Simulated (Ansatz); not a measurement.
`Cl[Si](Cl)(Cl)Cc1ccc(-c2cnc(-c3ccccc3)nc2)cc1`. Charge 0, multiplicity 1. Geometry PBE-D4/def2-SVP; atoms count from 1.

Cartesian coordinates in Å:
```
Cl -1.5277 4.3370 -4.7715
Si -3.3512 4.3208 -3.7956
Cl -4.5043 5.8795 -4.5175
Cl -4.3043 2.5332 -4.2069
C -3.1037 4.5174 -1.9395
C -2.3078 3.3828 -1.3499
C -0.8978 3.4126 -1.3451
C -0.1578 2.3392 -0.8403
C -0.7995 1.1887 -0.3268
C -0.0172 0.0589 0.2083
C 1.2297 -0.3335 -0.3309
N 1.9515 -1.3430 0.1533
C 1.4437 -2.0205 1.2076
C 2.2426 -3.1416 1.7566
C 3.4737 -3.4974 1.1624
C 4.2291 -4.5539 1.6845
C 3.7670 -5.2667 2.8046
C 2.5425 -4.9173 3.4005
C 1.7831 -3.8623 2.8811
N 0.2575 -1.7444 1.7952
C -0.4462 -0.7251 1.3040
C -2.2128 1.1587 -0.3403
C -2.9509 2.2333 -0.8459
H -4.1182 4.5889 -1.4941
H -2.6058 5.4989 -1.7904
H -0.3716 4.2961 -1.7388
H 0.9405 2.4049 -0.8207
H 1.6412 0.1911 -1.2132
H 3.8146 -2.9251 0.2876
H 5.1876 -4.8257 1.2152
H 4.3632 -6.0964 3.2147
H 2.1785 -5.4733 4.2787
H 0.8225 -3.5705 3.3298
H -1.3985 -0.4897 1.8149
H -2.7428 0.2669 0.0271
H -4.0505 2.1773 -0.8588
```

Single mean-field runs in def2-TZVP are fitted with def2-universal-jkfit.

Estimate the Mulliken populations of the heavy atoms from the PBE0/def2-TZVP orbitals of Ansatz.


| atom | charge (e) |
| --- | --- |
| Cl1 | -0.20 |
| Si2 | 0.63 |
| Cl3 | -0.20 |
| Cl4 | -0.20 |
| C5 | -0.42 |
| C6 | 0.22 |
| C7 | -0.20 |
| C8 | -0.21 |
| C9 | 0.17 |
| C10 | 0.10 |
| C11 | -0.11 |
| N12 | -0.22 |
| C13 | 0.28 |
| C14 | 0.07 |
| C15 | -0.19 |
| C16 | -0.11 |
| C17 | -0.10 |
| C18 | -0.11 |
| C19 | -0.19 |
| N20 | -0.22 |
| C21 | -0.11 |
| C22 | -0.21 |
| C23 | -0.21 |
Mulliken values and Mayer orders depend strongly on the basis.

And the Mayer bond orders between bonded heavy atoms (over 0.3)?

Cl1–Si2 1.18 (2.07 Å); Si2–Cl3 1.18 (2.07 Å); Si2–Cl4 1.18 (2.07 Å); Si2–C5 1.03 (1.88 Å); C5–C6 0.89 (1.51 Å); C6–C7 1.37 (1.41 Å); C6–C23 1.37 (1.41 Å); C7–C8 1.47 (1.40 Å); C8–C9 1.36 (1.41 Å); C9–C10 0.89 (1.47 Å); C9–C22 1.36 (1.41 Å); C10–C11 1.33 (1.41 Å); C10–C21 1.33 (1.41 Å); C11–N12 1.56 (1.33 Å); N12–C13 1.40 (1.35 Å); C13–C14 0.98 (1.48 Å); C13–N20 1.40 (1.35 Å); C14–C15 1.38 (1.41 Å); C14–C19 1.38 (1.41 Å); C15–C16 1.44 (1.40 Å); C16–C17 1.41 (1.41 Å); C17–C18 1.41 (1.41 Å); C18–C19 1.44 (1.40 Å); N20–C21 1.56 (1.33 Å); C22–C23 1.47 (1.40 Å).
